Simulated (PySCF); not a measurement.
## Identify the compound

An unknown has the formula C3H11NO2Si3. Its calculated NMR data are:

1H NMR (400 MHz, computed): δ 10.02 (d, 1H), 5.32 (m, 1H), 5.17 (m, 1H), 5.07 (m, 1H), 5.02 (m, 1H), 4.73 (s, 3H), 4.12 (m, 1H), 1.31 (m, 1H), 0.59 (m, 1H).

13C{1H} NMR (computed): δ 211.0 (CH), 75.8 (CH), 18.9 (CH2).

PySCF 2.14 calculation with NMR shieldings at PBE0/pcSseg-1/GIAO and geometry from GFN2-xTB; single conformer, averaged over atoms made equivalent by symmetry, fast rotation or ring inversion, isolated molecule, relativity neglected.

Shifts are taken against calculated references (same method and geometry level): 1H and 13C against TMS.

Which candidate is it?
A. C=C(C=O)O[SiH2]N([SiH3])[SiH3]
B. C/C(C=O)=N\[SiH2][SiH2]O[SiH3]
C. CC(=O)C(=O)[SiH2]N([SiH3])[SiH3]
D. O=C[C@H]1C[SiH2]N([SiH3])[SiH2]O1

## Answers

D. 

The formula gives 2 degrees of unsaturation (1 ring in the answer). 3 carbon signals for 3 carbons: no two carbons are equivalent. Carbon types of the structure: 2 × CH, 1 × CH2, leaving 7 H on heteroatoms. δC 211.0: aldehyde carbonyl carbon; low-lying n→π* states of the double bond to the heteroatom give a large paramagnetic term (-274 ppm). δC 75.8: sp3 CH bonded to O, α to a carbonyl; pulled downfield by the heteroatom. δH 10.02: hydrogen on an aldehyde carbonyl carbon; the C=O anisotropy and electron withdrawal place aldehyde protons far downfield. δH 4.73: hydrogen on a silicon bonded to N. δH 4.12: hydrogen on an sp3 CH bonded to O, α to a carbonyl; its carbon carries O, which withdraws density.

The others: CC(=O)C(=O)[SiH2]N([SiH3])[SiH3] would give 3 signals for carbon-bound and other non-exchanging H, not 9; C=C(C=O)O[SiH2]N([SiH3])[SiH3] would give 5 signals for carbon-bound and other non-exchanging H, not 9; C/C(C=O)=N\[SiH2][SiH2]O[SiH3] would give 5 signals for carbon-bound and other non-exchanging H, not 9.

Shifts are as computed. Against solution values, carbons near 30 ppm lie about +3 ppm off and those near 130 ppm about +5 ppm. Of 1309 compounds with measured shifts, 239 miss one by over three times the rms of a fit or turn the order of signals round; such compounds aren't used in these exercises. No couplings were computed; multiplicities are counted from neighbouring protons, with m where these are inequivalent, close in shift, in a saturated or five-membered ring or joined by F or P, and br s for small geminal =CH2 splittings.
